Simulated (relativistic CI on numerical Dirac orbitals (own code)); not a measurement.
One change at a time: Hf62+

Base calculation: Dirac-Coulomb-Breit CI, separate exchange-only KLI orbitals for each configuration, model QED (radiative potential, 1s self-energy scaled to tabulated hydrogen-like ionisation energies), unscaled Slater integrals.

Configurations in the expansion (outside the closed core 1s2): 2s²2p⁶, 2s²2p⁵3s, 2s²2p⁵3p, 2s²2p⁵3d, 2s2p⁶3s, 2s2p⁶3p, 2s2p⁶3d, 2s²2p⁵4s, 2s²2p⁵4p, 2s²2p⁵4d, 2s²2p⁵4f, 2s²2p⁴3s², 2s2p⁶4s, 2s²2p⁴3s3p, 2s2p⁶4p, 2s²2p⁴3s3d. Levels of other configurations are missing.

Variants: (1) non-relativistic limit. Shifts of the energy above 2s²2p⁶ ¹S0, in eV, for the lowest level and the first level of each name with at least 55 % of one term (blank where a level changes its place among those of its configuration and J or its character, or is not in the variant):

| Level | Base | Δ(1) |
| --- | --- | --- |
| 2s²2p⁶ ¹S0 | 0.0 | 0.0 |
| 2s²2p⁵3s ³P°2 | 7834.1 | +338.6 |
| 2s²2p⁵3s ¹P°1 | 7842.3 |  |
| 2s²2p⁵3p ³D3 | 8309.9 | -21.9 |
| 2s²2p⁵3p ¹P1 | 8310.3 |  |
| 2s²2p⁵3p ³P2 | 8322.5 |  |
| 2s²2p⁵3p ¹S0 | 8377.7 |  |
| 2s²2p⁵3d ³P°0 | 8463.5 | -33.9 |
| 2s²2p⁵3d ³P°1 | 8473.2 | -43.5 |
| 2s²2p⁵3d ³F°4 | 8547.4 | -107.1 |
| 2s²2p⁵3d ³D°3 | 8564.0 |  |
| 2s²2p⁵3d ¹P°1 | 8592.6 |  |
| 2s²2p⁵3s ³P°0 | 9056.8 | -884.1 |
| 2s²2p⁵3s ³P°1 | 9060.2 |  |
| 2s²2p⁵3p ³D1 | 9195.9 |  |
| 2s²2p⁵3p ³P0 | 9242.8 |  |
| 2s2p⁶3s ³S1 | 9507.0 | -951.9 |
| 2s2p⁶3s ¹S0 | 9554.7 | -977.4 |
| 2s2p⁶3p ³P°1 | 9665.3 | -993.0 |
| 2s2p⁶3p ³P°0 | 9668.2 | -995.9 |
| 2s²2p⁵3d ³F°2 | 9696.5 |  |
| 2s2p⁶3p ³P°2 | 10003.3 | -1331.0 |

At this charge energies of transitions that change n are usually good to better than 1 %, and those within a shell (Δn = 0) to a few per cent.

Ionisation energy from the two ground configurations alone: base 14676.6 eV. The NIST ASD value (theoretical) is 14678 eV.

LS names give the leading component of a level, which can be under half, so a name can repeat, a term be missing and a line seem to break the LS rules.
